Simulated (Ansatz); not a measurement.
In5P4Cl3, a halide-capped cluster cut from zinc blende InP (3 Cl on the cations). The state is a singlet with charge 0. Geometry PBE-D4/def2-SVP.

```
atom   x (Å)   y (Å)   z (Å)
 In1   1.278   0.366   1.809
 In2   0.091  -2.207  -0.504
 In3  -2.060   0.877   0.021
 In4   0.844   2.718  -0.391
 In5  -0.004   0.255  -2.654
  P6  -0.956  -0.872   1.445
  P7   2.509   2.487   1.275
  P8   0.782  -1.965  -2.903
  P9  -1.124   2.399  -1.930
Cl10   2.536  -1.082   3.227
Cl11   0.457  -4.411   0.318
Cl12  -4.352   1.435   0.287
```

In the def2 sets In takes a core potential; there is no spin–orbit coupling. Single mean-field runs in def2-TZVP are fitted with def2-universal-jkfit.

(1) Estimate the orbital energies around the gap (eV) in Ansatz with PBE-D4/def2-SVP, PBE-D4/def2-TZVP, revPBE-D4/def2-TZVP, r2SCAN-D4/def2-TZVP, PBE0-D4/def2-TZVP.

Answers

(1) 
```json
{"orbital": "HOMO−9", "PBE-D4/def2-SVP": "-7.43", "PBE-D4/def2-TZVP": "-7.53", "revPBE-D4/def2-TZVP": "-7.46", "r2SCAN-D4/def2-TZVP": "-7.86", "PBE0-D4/def2-TZVP": "-8.76"}
{"orbital": "HOMO−8", "PBE-D4/def2-SVP": "-7.30", "PBE-D4/def2-TZVP": "-7.42", "revPBE-D4/def2-TZVP": "-7.35", "r2SCAN-D4/def2-TZVP": "-7.76", "PBE0-D4/def2-TZVP": "-8.70"}
{"orbital": "HOMO−7", "PBE-D4/def2-SVP": "-7.27", "PBE-D4/def2-TZVP": "-7.36", "revPBE-D4/def2-TZVP": "-7.29", "r2SCAN-D4/def2-TZVP": "-7.68", "PBE0-D4/def2-TZVP": "-8.63"}
{"orbital": "HOMO−6", "PBE-D4/def2-SVP": "-7.14", "PBE-D4/def2-TZVP": "-7.22", "revPBE-D4/def2-TZVP": "-7.15", "r2SCAN-D4/def2-TZVP": "-7.53", "PBE0-D4/def2-TZVP": "-8.26"}
{"orbital": "HOMO−5", "PBE-D4/def2-SVP": "-7.10", "PBE-D4/def2-TZVP": "-7.20", "revPBE-D4/def2-TZVP": "-7.13", "r2SCAN-D4/def2-TZVP": "-7.49", "PBE0-D4/def2-TZVP": "-8.23"}
{"orbital": "HOMO−4", "PBE-D4/def2-SVP": "-6.87", "PBE-D4/def2-TZVP": "-6.96", "revPBE-D4/def2-TZVP": "-6.89", "r2SCAN-D4/def2-TZVP": "-7.25", "PBE0-D4/def2-TZVP": "-8.00"}
{"orbital": "HOMO−3", "PBE-D4/def2-SVP": "-6.61", "PBE-D4/def2-TZVP": "-6.70", "revPBE-D4/def2-TZVP": "-6.63", "r2SCAN-D4/def2-TZVP": "-6.98", "PBE0-D4/def2-TZVP": "-7.71"}
{"orbital": "HOMO−2", "PBE-D4/def2-SVP": "-6.53", "PBE-D4/def2-TZVP": "-6.59", "revPBE-D4/def2-TZVP": "-6.52", "r2SCAN-D4/def2-TZVP": "-6.84", "PBE0-D4/def2-TZVP": "-7.51"}
{"orbital": "HOMO−1", "PBE-D4/def2-SVP": "-6.06", "PBE-D4/def2-TZVP": "-6.12", "revPBE-D4/def2-TZVP": "-6.05", "r2SCAN-D4/def2-TZVP": "-6.36", "PBE0-D4/def2-TZVP": "-7.02"}
{"orbital": "HOMO", "PBE-D4/def2-SVP": "-5.78", "PBE-D4/def2-TZVP": "-5.84", "revPBE-D4/def2-TZVP": "-5.77", "r2SCAN-D4/def2-TZVP": "-6.07", "PBE0-D4/def2-TZVP": "-6.71"}
{"orbital": "LUMO", "PBE-D4/def2-SVP": "-4.07", "PBE-D4/def2-TZVP": "-4.14", "revPBE-D4/def2-TZVP": "-4.03", "r2SCAN-D4/def2-TZVP": "-4.10", "PBE0-D4/def2-TZVP": "-3.60"}
{"orbital": "LUMO+1", "PBE-D4/def2-SVP": "-4.03", "PBE-D4/def2-TZVP": "-4.09", "revPBE-D4/def2-TZVP": "-3.98", "r2SCAN-D4/def2-TZVP": "-4.04", "PBE0-D4/def2-TZVP": "-3.53"}
{"orbital": "LUMO+2", "PBE-D4/def2-SVP": "-3.48", "PBE-D4/def2-TZVP": "-3.57", "revPBE-D4/def2-TZVP": "-3.48", "r2SCAN-D4/def2-TZVP": "-3.54", "PBE0-D4/def2-TZVP": "-3.04"}
{"orbital": "LUMO+3", "PBE-D4/def2-SVP": "-3.29", "PBE-D4/def2-TZVP": "-3.37", "revPBE-D4/def2-TZVP": "-3.27", "r2SCAN-D4/def2-TZVP": "-3.28", "PBE0-D4/def2-TZVP": "-2.70"}
{"orbital": "LUMO+4", "PBE-D4/def2-SVP": "-3.13", "PBE-D4/def2-TZVP": "-3.23", "revPBE-D4/def2-TZVP": "-3.13", "r2SCAN-D4/def2-TZVP": "-3.15", "PBE0-D4/def2-TZVP": "-2.62"}
{"orbital": "LUMO+5", "PBE-D4/def2-SVP": "-3.06", "PBE-D4/def2-TZVP": "-3.18", "revPBE-D4/def2-TZVP": "-3.08", "r2SCAN-D4/def2-TZVP": "-3.10", "PBE0-D4/def2-TZVP": "-2.52"}
```
